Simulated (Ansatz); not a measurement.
AsH₄OP (`PO[AsH2]`) at its PBE0-D4/def2-TZVP geometry, where that method's forces vanish. Charge 0, multiplicity 1.

```xyz
7

P     0.2547   -1.4934    0.3794
O     0.1785    0.1463    0.2214
As   -0.7036    0.8281   -1.2049
H    -0.1201   -1.5909    1.7516
H     1.6391   -1.6069    0.6994
H    -1.5694    1.7849   -0.3845
H     0.3208    1.9319   -1.4624
```

Task: What forces (eV/Å) does PBE-D4/def2-TZVPP give on these atoms in the Gaussian-basis code of Ansatz? (An estimate is asked.)

Result: The calculation gave: 
```
P1  -0.184 -0.602 -0.296
O2   0.302  0.417  0.470
As3 -0.354 -0.185 -0.629
H4  -0.033 -0.011  0.243
H5   0.229 -0.012  0.086
H6  -0.118  0.187  0.139
H7   0.158  0.205 -0.013
```
